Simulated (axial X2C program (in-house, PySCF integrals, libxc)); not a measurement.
**RbSi⁺: properties at the nuclei**

Computed with an in-house all-electron X2C program for linear molecules (integrals from PySCF): two-component X2C with atomic mean-field Coulomb and Gaunt terms, Gaussian nuclei, basis Rb dyall-cv3z, Si dyall-v3z with contracted cores.

R = 3.782 Å (near the PBE0 minimum at charge 1 of the determinant lowest at the starting distance; the state shown can have its own minimum elsewhere).

Determinant lowest in the PBE0 search, Ω = 2 (⟨Sz⟩ = 1.00, ⟨Lz⟩ = 1.00 at PBE0), spin on the atoms Rb 0.04, Si 0.96:

```csv
level,Eeff magnitude (GV/cm),Ws magnitude Rb (kHz),Ws magnitude Si (kHz),A∥/gI Rb (MHz),qzz Rb (a.u.),A∥/gI Si (MHz),qzz Si (a.u.)
PBE0,0.386,0.0742,0.0124,44.3,-0.20,102,-0.89
HF,0.341,0.0612,0.0149,30.5,-0.23,104,-0.95
PBE50,0.367,0.0692,0.0132,37.9,-0.20,105,-0.90
LDA,0.427,0.0848,0.0115,62.1,-0.19,132,-0.86
BP86,0.411,0.0814,0.0116,53.3,-0.20,114,-0.88
```

Eeff is the effective electric field on the electron electric dipole moment in this Ω state and Ws the scalar–pseudoscalar constant of the nucleus named (defined with the proton number Z and per Ω); A∥ (defined per Ω) follows by multiplying with gI = μI/(I μN); qzz is the electric field gradient, eQq0 = 234.96 MHz × Q/barn × qzz. The operators were transformed with the bare-nucleus X2C matrices; with these basis sets, hyperfine constants and field gradients can be off by tens of per cent, and where levels differ in sign neither size nor sign is settled.

Problem. With Q(85Rb) = 0.276 barn, gI(29Si) = -1.1106 (g factors from the IAEA table of nuclear moments by Stone; Q from Pyykkö, Mol. Phys. 2018), turn the PBE0 values of the first state into constants in MHz.

Solution. eQq0(85Rb) = 234.96 × (0.276) × (-0.20) = -13 MHz; A∥(29Si) = 102 × -1.1106 = -113 MHz.

Each state is one determinant with collinear spin, which with several unpaired electrons need not be a pure state. Unrestricted Hartree–Fock can overshoot spin polarisation at the nuclei. With several open shells hyperfine constants can be off by a factor of several. Open-shell Ω = 0 determinants with evenly filled partner blocks cannot be reached by this program, so the Ω shown need not be the lowest component. States lie within half an eV, so the first need not be the ground state. Further determinants of the search, some of them spin-mixed, are not shown. Where a field gradient or hyperfine factor spreads by more than a factor of two over the levels, a constant derived from it is not to be relied on.
